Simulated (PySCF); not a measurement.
# P (phosphorus, neutral): LDA calculation

Configuration: [Ne] 3s2 3p3, high-spin 4S determinant. Computed with PySCF 2.14 in cc-pV(D+d)Z, with no relativity, point nucleus.

```
Total energy                                     : -339.9822 hartree
One-electron energy                              : -471.4661 hartree
Hartree (Coulomb) energy                         : 153.3761 hartree
Exchange-correlation energy                      : -21.8922 hartree
Kinetic energy                                   : 340.22082 hartree
⟨S²⟩                                             : 3.7502
⟨L²⟩                                             : 0.000
Sum of ⟨r⟩                                       : 14.87 bohr
Sum of ⟨r²⟩                                      : 29.51 bohr²
Density at the nucleus (Gaussians lack the cusp) : 2130 bohr⁻³
Spin density at the nucleus                      : 0.161 bohr⁻³
Langevin diamagnetic susceptibility              : -23.4 ×10⁻⁶ cm³/mol
Time after the integrals                         : 0.06 s of wall time on 1 thread of Intel(R) Xeon(R) Platinum 8375C CPU @ 2.90GHz (shared host)
```

| shell | electrons | mean orbital energy (eV) | rms radius, mean of both spins (bohr) |
| --- | --- | --- | --- |
| 1s α | 1 | -2069.1 | 0.121 |
| 1s β | 1 | -2068.8 | 0.121 |
| 2s α | 1 | -171.75 | 0.570 |
| 2s β | 1 | -171.37 | 0.570 |
| 2p α | 3 | -124.15 | 0.545 |
| 2p β | 3 | -123.68 | 0.545 |
| 3s α | 1 | -14.544 | 2.06 |
| 3s β | 1 | -12.067 | 2.06 |
| 3p α | 3 | -6.108 | 2.49 |
